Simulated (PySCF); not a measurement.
# State search for BTe

Unrestricted PBE0; B def2-SVPD, Te def2-SVPD with ECP28; scalar-relativistic core potentials (PySCF 2.14). Outer shells of the fragments: B 2s2 2p1; Te 4d10 5s2 5p4.

Followed along the bond (rough minima from three points):

| 2Ms+1 | unpaired | ⟨S²⟩ at the start | R at minimum (Å) | Te (eV) |
| --- | --- | --- | --- | --- |
| 2 | σ ↑ | 0.79 | 1.96 | 0.00 |
| 2 | π ↑ | 0.75 | 2.21 | 1.23 |
| 4 | σ ↑, π ↑↑ | 3.76 | 2.15 | 2.40 |

Solutions found at the starting distance of 2.135 Å, counted from the lowest of them; the search is not exhaustive and high or unbound solutions are not listed, so other states can lie among these:

```
2Ms+1   unpaired   term  E (eV)  ⟨S²⟩  ⟨Lz²⟩  μ (D)
    2        σ ↑    ²Σ⁺    0.00  0.79   0.00  -0.22
    2        π ↑     ²Π    0.96  0.75   1.01   2.27
    4  σ ↑, π ↑↑  mixed    2.09  3.76   2.01   1.04
    4  σ ↑, π ↑↑  mixed    2.43  3.75   2.01   0.74
    2  σ ↑, π ↑↓  mixed    2.59  1.76   2.01   0.60
    2  σ ↑, π ↑↓  mixed    3.08  1.77   2.01   1.14
```

A term symbol is given only where ⟨S²⟩ and ⟨Lz²⟩ are close to those of a pure state; real π, δ and φ orbitals otherwise mix terms. A positive dipole means B(−)Te(+).

Problem. Compare the gap between the two lowest followed solutions at the starting distance with the gap between their minima.

Solution. At PBE0 the second solution (doublet, unpaired electrons π ↑) lies +0.96 eV from the first (doublet, unpaired electrons σ ↑) at 2.135 Å and +1.23 eV at the minima; the two curves relax by different amounts, since their minima lie near 2.21 and 1.96 Å.

Spin–orbit coupling is left out. Counting both spins, an empty level lies below a filled one in some of these solutions, because spin and occupation are held.
